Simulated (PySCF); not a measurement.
C2H9OSSi2 (doublet state).
Numbering: `[CH2:1][Si@H:2]([SiH2:3][OH:4])[S:5][CH3:6]` (hydrogens: H7, H8 on C1; H9 on Si2; H10, H11 on Si3; H12 on O4; H13, H14, H15 on C6)

Structure used (GFN2-xTB), in Å, numbered top down from 1:
```
atom  x, y, z in Å
C1    -0.159    1.792   -0.098
Si2    0.058    0.024    0.284
Si3    2.189   -0.821   -0.047
O4     2.914    0.148    1.038
S5    -1.226   -1.112   -1.046
C6    -2.816   -0.504   -0.430
H7     0.285    2.562    0.511
H8    -0.477    2.129   -1.073
H9    -0.434   -0.304    1.636
H10    2.412   -2.227    0.312
H11    2.776   -0.621   -1.375
H12    3.851    0.121    1.215
H13   -3.594   -1.003   -0.998
H14   -2.871    0.570   -0.576
H15   -2.912   -0.745    0.625
```

The hyperfine couplings belong to this conformer and change with its torsions.

Method used: PySCF 2.14.0, UKS B3LYP, pcH-1 on C H O S Si, non-relativistic, mean-field spin-orbit, GIAO. Isolated species at its GFN2-xTB geometry (one conformer only). The geometry wasn't refined by DFT: couplings that depend on bond lengths, twists or pyramidal angles can differ widely from those at the functional's own minimum. Stability of the SCF solution: not tested.

Principal values of hyperfine tensors in MHz (contact, dipolar and spin–orbit terms together), for some of the nuclei:

```
atom  isotope      A1      A2      A3
  C1      13C   21.19   21.72  243.53
 Si3     29Si  -89.16  -65.81  -65.20
  H8       1H  -90.11  -55.51  -17.74
  H7       1H  -90.05  -55.41  -17.45
  H9       1H   40.29   41.45   48.93
 H10       1H   16.56   17.50   20.02
 H14       1H   -1.72   -0.82    7.89
  O4      17O    1.25    1.80    2.17
```

(1) Split each tensor into its isotropic and traceless parts, and turn a_iso into mT with g = 2.0028.

(2) What spin density at the nucleus of H8 lies behind its contact coupling (g_N = 5.58569)?

(3) Si2 (29Si, g_N = -1.11058) isn't in the table. Its spin density at the nucleus is -0.06035 bohr⁻³. What is its contact coupling?

(4) Name the largest traceless tensor T of the table and describe it.

(5) What first-order splitting does H8 cause when the field lies along A1, A2 or A3 of its tensor (g taken as isotropic, no quadrupole term)?

Answers

(1) a_iso = (A1 + A2 + A3)/3, Ti = Ai − a_iso; 1 mT corresponds to 28.032 MHz. The tensors hold a spin–orbit part: the run splits a_iso into a_FC + a_SO, and T includes its anisotropic share.

```json
{"atom": "C1", "a_iso (MHz)": "95.48", "a_FC": "95.58", "a_SO": "-0.10", "a_iso (mT)": "3.406", "T1": "-74.28", "T2": "-73.76", "T3": "148.05"}
{"atom": "Si3", "a_iso (MHz)": "-73.39", "a_FC": "-73.48", "a_SO": "0.09", "a_iso (mT)": "-2.618", "T1": "-15.77", "T2": "7.58", "T3": "8.19"}
{"atom": "H8", "a_iso (MHz)": "-54.45", "a_FC": "-54.47", "a_SO": "0.01", "a_iso (mT)": "-1.943", "T1": "-35.65", "T2": "-1.06", "T3": "36.71"}
{"atom": "H7", "a_iso (MHz)": "-54.30", "a_FC": "-54.32", "a_SO": "0.01", "a_iso (mT)": "-1.937", "T1": "-35.74", "T2": "-1.11", "T3": "36.85"}
{"atom": "H9", "a_iso (MHz)": "43.56", "a_FC": "43.56", "a_SO": "0.00", "a_iso (mT)": "1.554", "T1": "-3.26", "T2": "-2.11", "T3": "5.37"}
{"atom": "H10", "a_iso (MHz)": "18.03", "a_FC": "18.03", "a_SO": "0.00", "a_iso (mT)": "0.643", "T1": "-1.47", "T2": "-0.53", "T3": "2.00"}
{"atom": "H14", "a_iso (MHz)": "1.78", "a_FC": "1.78", "a_SO": "0.00", "a_iso (mT)": "0.063", "T1": "-3.50", "T2": "-2.60", "T3": "6.11"}
{"atom": "O4", "a_iso (MHz)": "1.74", "a_FC": "1.74", "a_SO": "0.00", "a_iso (mT)": "0.062", "T1": "-0.49", "T2": "0.06", "T3": "0.43"}
```

(2) a_FC = (2μ0/3) gₑ μB g_N μN ρ(0)/(2S·h) = 800.24 MHz × g_N × ρ(0)/(2S), with ρ in bohr⁻³. With a_FC = -54.47 MHz and 2S = 1, ρ(0) = -0.01219 bohr⁻³. In magnitude that is 3.8 % of the 1/π = 0.318 of a free hydrogen atom.

(3) By the same relation, a_FC = 53.6 MHz. The spin–orbit term adds -0.08 MHz. Its full tensor has the principal values 50.99, 52.77, 56.90 MHz.

(4) C1: -74.3, -73.8, 148.0 MHz, axial, in the ratio −1:−1:+2, the form that spin in one p orbital centred on that nucleus gives.

(5) 2 lines (I = 1/2), spaced by |A_i|/(g × 13.996): 3.21, 1.98, 0.63 mT along the axes of A1, A2 and A3.
